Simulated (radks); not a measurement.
Problem. Sb2.75+, 48.25 electrons, occupied as [Kr] 4d10 5s2 5p(up 0.25, down 0) (fractional occupations, a model configuration). Calculated with a radial shooting solver on a logarithmic mesh with Libxc functionals: scalar-relativistic Kohn-Sham, PBE, spin-polarised, spherical densities, point nucleus. Some entries of the table are withheld. Estimate them.

orbital,occ.,eigenvalue (eV),<1/r> (bohr^-1),r(max) (bohr)
1s up,1,-30332.89,54.32,0.01835
1s down,1,-30332.88,54.32,0.01835
2s up,1,-4638.510,12.41,0.1037
2s down,1,-4638.507,12.41,0.1037
2p up,3,-4166.885,11.92,0.08305
2p down,3,-4166.879,11.92,0.08305
3s up,1,-930.9136,4.423,0.2999
3s down,1,-930.9070,4.423,0.2999
3p up,3,-777.1840,4.209,0.2934
3p down,3,-777.1764,4.209,0.2934
3d up,5,-542.6519,3.976,0.2443
3d down,5,-542.6449,3.977,0.2443
4s up,1,-175.4601,1.758,0.7226
4s down,1,-175.4430,1.758,0.7226
4p up,3,-128.3944,1.601,0.7623
4p down,3,-128.3747,1.601,0.7623
4d up,5,-59.9774,1.300,0.8462
4d down,5,-59.9337,1.301,0.8461
5s up,1,-36.6000,0.6354,(1)
5s down,1,-36.3472,0.6363,(2)
5p up,0.25,(3),0.5348,2.111
5p down,0,(4),0.5349,2.109

Solution. 
(1) 5s up r(max) (bohr): 1.820
(2) 5s down r(max) (bohr): 1.817
(3) 5p up eigenvalue (eV): -26.7406
(4) 5p down eigenvalue (eV): -26.4719
